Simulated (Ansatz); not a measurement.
One change: `CO[SiH2]CF` becomes `N[SiH2]CF`.

Ansatz, PBE0-D4/def2-TZVP geometries, multiplicity 1. Each molecule was computed in one conformer, which needn't be the lowest.

```csv
property,`CO[SiH2]CF`
HOMO–LUMO gap (PBE/def2-TZVPP) / eV,5.99
HOMO–LUMO gap (PBE0/def2-TZVPP) / eV,8.43
HOMO energy (B3LYP/def2-TZVPP) / eV,-7.77
LUMO energy (PBE0/def2-TZVPP) / eV,0.45
HOMO energy (PBE0/def2-TZVPP) / eV,-7.98
LUMO energy (B3LYP/def2-TZVPP) / eV,0.21
```

Give the same properties after the change, and the shifts. (An estimate is asked.)

Ansatz gave: 
| property | `N[SiH2]CF` | shift |
| --- | --- | --- |
| HOMO–LUMO gap (PBE/def2-TZVPP) / eV | 5.53 | -0.46 |
| HOMO–LUMO gap (PBE0/def2-TZVPP) / eV | 7.84 | -0.59 |
| HOMO energy (B3LYP/def2-TZVPP) / eV | -7.26 | 0.51 |
| LUMO energy (PBE0/def2-TZVPP) / eV | 0.36 | -0.09 |
| HOMO energy (PBE0/def2-TZVPP) / eV | -7.48 | 0.50 |
| LUMO energy (B3LYP/def2-TZVPP) / eV | 0.08 | -0.13 |

With PBE0 the HOMO rises by 0.50 eV and the LUMO falls by 0.09 eV, so the gap narrows by about 0.59 eV. PBE moves the HOMO by 0.42 eV and ωB97M-V by 0.47 eV.

B3LYP here is the variant with VWN-RPA as its local correlation; programs differ in this.
